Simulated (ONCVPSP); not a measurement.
# antimony (Sb), ONCV: configuration errors across variants

| Item | Value |
| --- | --- |
| Element | antimony (Sb) |
| Generator | ONCVPSP 4.0.1 |
| Type | optimised norm-conserving Vanderbilt (ONCV) |
| Functional | PBE |
| Relativity | scalar-relativistic |
| Frozen core | [Kr] 4d10 |
| Valence charge | 5 |
| Reference configuration | 5s2 5p3 |
| Partial waves | 5s: rc 1.90 bohr, ncon 4, nbas 8, qcut 2.8 1/bohr, 3 projectors, debl 3.8 Ha; 5p: rc 1.80 bohr, ncon 4, nbas 8, qcut 5.3 1/bohr, local |
| Local potential | the p channel |
| Core correction | Teter function, fcfact 5.75, rcfact 1.65 |

All-electron excitation energies from the reference (eV): (1) 5s2 5p2 8.317; (2) 5s2 5p1 24.286; (3) 5s2 5p0 48.699; (4) 5s1 5p3 17.050.

2 further variants failed, have other tests or too few solved ones, and are left out.

A true bound ghost makes a file unfit for plane-wave use even where its test errors are small: the radial tests pick states by their node count and pass the ghost by.

Errors AE − PS in meV (a dash: test not solved or not reliable):

```tsv
change	(1)	(2)	(3)	(4)	bound ghosts	GHOST(+) flags above zero
base	-64	-340	-958	-66	none	s
all radii but the core radius scaled by about 0.90 (s 1.70, p 1.62 bohr)	-64	-340	-966	-59	s	none
all radii but the core radius scaled by about 0.95 (s 1.80, p 1.70 bohr)	-64	-340	-961	-62	none	s
all radii but the core radius scaled by about 1.06 (s 2.02, p 1.92 bohr)	-65	-340	-952	-71	none	none
all radii but the core radius scaled by about 1.19 (s 2.26, p 2.14 bohr)	-65	-340	-942	-85	none	s
all radii but the core radius scaled by about 1.28 (s 2.42, p 2.30 bohr)	-65	-337	-933	-96	none	s
all radii but the core radius scaled by about 1.32 (s 2.52, p 2.38 bohr)	-65	-337	-928	-104	none	s
```

Task: Give the same row for: all radii but the core radius scaled by about 1.13 (s 2.14, p 2.04 bohr).

Result: -65, -340, -947, -78; bound ghosts: none; GHOST(+) flags above zero: s.
